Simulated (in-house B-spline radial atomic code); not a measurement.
A run on Rh (an excited or competing configuration) that did not converge. Method: scalar-relativistic (X2C) wB97X, spin-polarised, spherical fractional occupations, exact exchange averaged over the configuration, Fermi nucleus of rms radius 4.4945 fm; computed with a B-spline radial code for spherical atoms.

Command:
```bash
python run_scf.py task.json out
```
Settings (nuclear radius in fm, mass in u):
```
Z                45
configuration    [Ar] 3d9 4s2 4p6 4d8 4f1 5s1
hamiltonian      x2c
method           wb97x
spin_polarised   True
nucleus          fermi
rms_radius       4.4945
atomic_mass      102.90549
speed_of_light   137.035999084
exact_exchange   averaged over the configuration
```

First and last ten iterations of the last attempt (damped for 15 steps, keeping 80 % of the old Fock matrix, then DIIS):
```
 iter        energy (Eh)    residual
    1       -4765.903082    4.53e-01
    2       -4766.081997    3.38e-01
    3       -4769.793656    2.05e-01
    4       -4771.439719    1.25e-01
    5       -4771.876148    7.81e-02
    6       -4772.065024    4.93e-02
    7       -4772.144558    3.29e-02
    8       -4772.177634    2.23e-02
    9       -4772.191514    1.62e-02
   10       -4772.197245    1.26e-02
  111       -4772.202051    1.01e-03
  112       -4772.202216    7.98e-04
  113       -4772.202324    6.80e-04
  114       -4772.202410    1.57e-03
  115       -4772.202483    4.68e-04
  116       -4772.202340    1.09e-03
  117       -4772.202477    1.42e-03
  118       -4772.202530    2.00e-03
  119       -4772.202467    1.82e-03
  120       -4772.198322    1.50e-03
 not converged after 120 iterations
```

The smallest residual met was 4.7e-04; the threshold is about 4e-07. No energy from this run should be used. Run time, properties included: 19 s on 1 thread of Intel(R) Xeon(R) 6975P-C, with other jobs on the host.
